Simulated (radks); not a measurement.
Values are calculated unless marked as measured or tabulated.
Charge is removed step by step from the 4p down level of the lutetium ion Lu16+, starting from [Ar] 3d10 4s2 4p(up 3, down 3) 4d10 4f9. Code: a radial shooting solver on a logarithmic mesh with Libxc functionals. Model: scalar-relativistic Kohn-Sham, PBEsol, spin-polarised, spherical densities, finite nucleus; open shells are filled with parallel spins first (spin-orbit coupling, left out, can overturn this in heavy ions); Fermi nuclear charge, rms radius 5.37 fm.

removed (e),E - E(0) (eV),eigenvalue (eV),E minus straight line (eV)
0,0.000,-711.92,0.000
0.125,89.218,-716.74,-2.121
0.25,179.04,-721.57,-3.640
0.375,269.47,-726.42,-4.553
0.5,360.50,-731.27,-4.860
0.625,452.14,-736.14,-4.560
0.75,544.39,-741.02,-3.651
0.875,637.24,-745.91,-2.131
1,730.72,-750.81,0.000

Removing the whole electron costs 730.72 eV by Delta-SCF, against 711.92 eV from minus the eigenvalue at the starting occupation. Slater's transition state (half an electron removed) gives 731.27 eV. Integrating minus the eigenvalue over the occupation (Janak's theorem) gives 731.30 eV. In this scalar-relativistic scheme the density is built from large components alone, so the theorem holds only approximately. The mean slope of the eigenvalue, de/dn, is 38.9 eV per electron.
